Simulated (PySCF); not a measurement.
# Ionisation energy of Bi⁺ by level of theory

Bi⁺ [Xe] 4f14 5d10 6s2 6p2 (3P) → Bi²⁺ [Xe] 4f14 5d10 6s2 6p1 (2P), as a difference of total energies. All numbers are calculated (PySCF 2.14, scalar relativity by spin-free X2C-1e, in x2c-TZVPPall with one added diffuse shell each of s, p, d, f type (12s8p7d4f, 99 functions)). Correlated levels: valence: [Xe] 4f14 5d10 frozen. The calculations carry no spin-orbit coupling.

```tsv
method	ionisation energy (eV)	difference from reference (eV)
UHF	15.349	-1.354
MP2 (valence)	15.613	-1.090
SCS-MP2 (valence)	15.555	-1.148
CCSD (valence)	15.649	-1.054
CCSD(T) (valence)	15.664	-1.039
```

Reference: 16.703 eV (measured; NIST Atomic Spectra Database, ionization energies).

Spin-orbit coupling is strong in these open shells (close to jj coupling). The scalar numbers leave it out and a first-order estimate fails, so it can dominate the gap to the real levels.

Errors of the correlated levels include the incompleteness of this basis and the frozen core.
